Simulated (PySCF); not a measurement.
[PbCl5]− at several levels of theory

Computed with PySCF 2.14.0 (density fitting, no spin-orbit coupling) at the geometry relaxed with PBE0:

```xyz
6
[PbCl5]− (singlet)
Pb    0.0000    0.0000   -0.0271
Cl    0.0000    0.0000    2.4411
Cl    2.4475    0.0000   -0.5792
Cl    0.0000    2.4475   -0.5792
Cl   -2.4475    0.0000   -0.5792
Cl    0.0000   -2.4475   -0.5792
```

```tsv
level	basis	state	HOMO (eV)	gap (eV)	charge on Pb1 (e)	dipole about the centre of mass (D)	largest force component (eV/Å)
PBE0	Pb def2-SVP with ECP60, Cl def2-SVP	singlet	-4.05	3.74	0.82	0.18	0.01
TPSSh	the same	singlet	-3.33	2.65	0.83	0.19	0.22
HF	the same	singlet	-7.22	9.94	1.23	0.18	0.28
CAM-B3LYP	the same	singlet	-5.31	6.00	0.78	0.16	0.09
PBE0	Pb def2-TZVP with ECP60, Cl def2-TZVP	singlet	-4.46	3.76	1.10	0.09	0.33
PBE0	Pb x2c-SVPall, Cl x2c-SVPall	singlet	-4.01	3.73	0.90	0.18	0.16
```

Charges are Mulliken's, which hang on the basis. The relaxation used the grid (50, 194), these runs (75, 302) or, all-electron (x2c bases, spin-free X2C Hamiltonian), (99, 590).

Question: What does B3LYP with Pb def2-SVP with ECP60, Cl def2-SVP give here?

Answer: state singlet, HOMO (eV) -3.63, gap (eV) 3.27, charge on Pb1 (e) 0.78, dipole about the centre of mass (D) 0.17, largest force component (eV/Å) 0.36. Time: 6.6 s on 2 threads of Arm Neoverse V2, on a shared host, from an already converged density.

In the first row's basis the gap widens with exact exchange: 2.7 to 3.7 eV for TPSSh, B3LYP, PBE0 (a fixed share); 6.0 to 9.9 eV for CAM-B3LYP, Hartree–Fock (rising or full at long range).

A frequency check found unstable modes (1, the lowest at -37 cm⁻¹), so the relaxed geometry is a saddle point, or these are noise.
